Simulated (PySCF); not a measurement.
Which element holds N most strongly?

PBE0 in PySCF with def2-TZVPPD on every atom (core potentials on In, Sb), for the lowest determinant that a PBE0 search found; no spin–orbit coupling. D0 is De less the harmonic zero-point energy.

| M | state (unpaired electrons) | Re (Å) | ωe (cm⁻¹) | D0(MN) (eV) |
| --- | --- | --- | --- | --- |
| As | singlet (closed shell) | 1.603 | 1168 | 4.55 |
| In | triplet (π ↑↑) | 2.210 | 447 | 1.88 |
| C | doublet (σ ↑) | 1.160 | 2184 | 7.61 |
| Cu | triplet (π ↑↑) | 1.807 | 562 | 1.71 |
| Zn | quartet (σ ↑, π ↑↑) | 2.035 | 360 | 0.36 |
| P | singlet (closed shell) | 1.479 | 1429 | 5.91 |
| Sb | singlet (closed shell) | 1.804 | 977 | 3.11 |

Problem. Order the elements by D0 and give the energy of SbN + In → InN + Sb.

Solution. C > P > As > Sb > In > Cu > Zn; ΔE = 3.11 − 1.88 = +1.23 eV at PBE0/def2-TZVPPD. Close neighbours can swap at other levels.

Weak bonds: ZnN. Basis-set superposition, not corrected here, can be much of De in a small basis, most of all at correlated wavefunction levels. Functionals without a dispersion term scatter widely for such bonds, and LDA overbinds them. These are scalar-relativistic numbers at best; spin–orbit coupling would shift them, the dissociation energy most. States were picked by a PBE0 search and need not be the measured ground states.
